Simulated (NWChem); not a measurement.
Species: Hg

Results from NWChem. def2 effective core potentials on Hg; no spin-orbit coupling. Static field.

Question: Estimate the computed values for B3LYP/def2-SVPD. Quantities: isotropic polarisability (bohr³); anisotropy (bohr³).

Answer: 
- isotropic polarisability (bohr³) = 33.8
- anisotropy (bohr³) = 0.0
